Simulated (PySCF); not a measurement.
Compound: C7H6O2.
Bonds: C1–C2, C2–C3 (double), C3–C4, C4–O5 (double), C4–C6, C6–O7 (double), C6–C8, C8–C9 (double), C2–C9. Hydrogens: H10, H11, H12 on C1; H13 on C3; H14 on C8; H15 on C9.

The calculation used PBE0/def2-SV(P) geometry optimisation, gas phase (PySCF).

(1) What internal coordinates does the optimisation give?

Answers

(1) 
| bond | length (pm) | order |
| --- | --- | --- |
| C1–C2 | 149.6 | single |
| C2=C3 | 135.4 | double |
| C3–C4 | 146.7 | single |
| C4=O5 | 120.9 | double |
| C4–C6 | 155.1 | single |
| C6=O7 | 120.8 | double |
| C6–C8 | 147.2 | single |
| C8=C9 | 134.8 | double |
| C2–C9 | 147.0 | single |
| C1–H10, C1–H11, C1–H12 | 110.4 | single |
| C3–H13 | 109.4 | single |
| C8–H14 | 109.4 | single |
| C9–H15 | 109.6 | single |

Bonds in one row agree within 1 pm and their mean is given. Orders are formal, as drawn. A selection of angles:
| angle | degrees |
| --- | --- |
| C2–C1–H10 | 111.7 |
| H10–C1–H11 | 108.5 |
| C1–C2–C3 | 122.7 |
| C1–C2–C9 | 117.2 |
| C3–C2–C9 | 120.1 |
| C2–C3–C4 | 121.9 |
| C2–C3–H13 | 121.8 |
| C4–C3–H13 | 116.3 |
| C3–C4–O5 | 123.1 |
| C3–C4–C6 | 117.3 |
| O5–C4–C6 | 119.5 |
| C4–C6–O7 | 120.0 |
| C4–C6–C8 | 116.9 |
| O7–C6–C8 | 123.1 |
| C6–C8–C9 | 120.6 |
| C6–C8–H14 | 117.0 |
| C9–C8–H14 | 122.4 |
| C8–C9–H15 | 119.7 |
| C2–C9–C8 | 123.3 |
| C2–C9–H15 | 117.1 |

Dihedral angles: C1–C2–C3–C4 180° (antiperiplanar); C2–C3–C4–O5 180° (antiperiplanar); C3–C4–C6–O7 180° (antiperiplanar); C4–C6–C8–C9 0° (synperiplanar); C6–C8–C9–C2 0° (synperiplanar); C1–C2–C9–C8 180° (antiperiplanar).

The 7 C–C bonds span 1.348 Å (C8=C9, drawn double) to 1.551 Å (C4–C6, drawn single), a spread of 0.203 Å. The 6-membered ring C2–C3–C4–C6–C8–C9 has internal angles of 116.9° to 123.3° (sum 720°, against 720° for a flat polygon); it is planar, 0.00 Å rms from its mean plane, widest ring torsion 0°. Of the pairs four or more bonds apart, H10···H13 is among the closest relative to their van der Waals radii: 2.43 Å, 101 % of the sum of Bondi's values. The 9 heavy atoms lie in one plane (0.003 Å rms).

Point group: Cs (every atom within 0.08 Å of its image). Not checked by PBE0/def2-SV(P) frequencies.
